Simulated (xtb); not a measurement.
xtb input:

```bash
xtb mol.xyz --gfn 2 --ohess tight --chrg 1 --uhf 0
```
mol.xyz:
```
9

N     -0.57942814    -1.20356288     0.55916227
B      0.12664027    -0.11364317    -0.01851937
O      1.25898901     0.04888100    -0.58787230
O     -0.70532673     1.20024068    -0.03837742
H     -0.12446224    -2.09866516     0.64308191
H     -1.49138389    -1.18884479     0.93046446
H      1.83544476    -0.64843025    -0.80197919
H     -1.29641261     1.42421094     0.62429347
H     -0.23606182     1.90436436    -0.40386705
```

Question: What final total energy does it print?

Answer: -14.48510 Eh (GFN2-xTB).

It need not be the lowest isomer of its formula.
